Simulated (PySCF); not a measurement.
Species: C4H5AlO.
Atom-mapped SMILES: `[AlH2:1][c:2]1[cH:3][cH:4][cH:5][o:6]1` (hydrogens: H7, H8 on Al1; H9 on C3; H10 on C4; H11 on C5)

Computed with PBE0-D3(BJ)/def2-SVP geometry optimisation, gas phase (PySCF 2.14.0).

Problem. List the bond lengths and angles at this level.

Solution. 
| bond | length (pm) |
| --- | --- |
| Al1–C2 | 196.1 |
| C2–C3 | 137.5 |
| C3–C4 | 142.8 |
| C4–C5 | 136.3 |
| C5–O6 | 134.3 |
| C2–O6 | 137.3 |
| Al1–H7, Al1–H8 | 158.9 |
| C3–H9 | 108.9 |
| C4–H10 | 108.8 |
| C5–H11 | 108.8 |

Bonds in one row agree within 1 pm and their mean is given. A selection of angles:
| angle | degrees |
| --- | --- |
| C2–Al1–H7 | 120.0 |
| H7–Al1–H8 | 119.9 |
| Al1–C2–C3 | 135.4 |
| Al1–C2–O6 | 116.8 |
| C3–C2–O6 | 107.8 |
| C2–C3–C4 | 107.4 |
| C2–C3–H9 | 126.1 |
| C4–C3–H9 | 126.4 |
| C3–C4–C5 | 105.6 |
| C3–C4–H10 | 127.7 |
| C5–C4–H10 | 126.7 |
| C4–C5–O6 | 110.5 |
| C4–C5–H11 | 133.1 |
| O6–C5–H11 | 116.4 |
| C2–O6–C5 | 108.6 |

Al1 (aluminium bonded to C and 2 H) is planar (angles 120.1°, 120.0° and 119.9°, sum 360.0°, 0.00 Å off the plane of its three neighbours). The 2 C–O bonds span 1.343 Å (C5–O6, aromatic) to 1.373 Å (C2–O6, aromatic), a spread of 0.030 Å. The 5-membered ring C2–C3–C4–C5–O6 has internal angles of 105.6° to 110.5°; it is planar, 0.00 Å rms from its mean plane, widest ring torsion 0°. The 3 C–C bonds span 1.363 Å (C4–C5, aromatic) to 1.428 Å (C3–C4, aromatic), a spread of 0.065 Å. The 6 heavy atoms lie in one plane (0.002 Å rms).

Point group: Cs (every atom within 0.08 Å of its image). No PBE0-D3(BJ)/def2-SVP frequencies stand behind this structure, so it isn't proved a minimum.
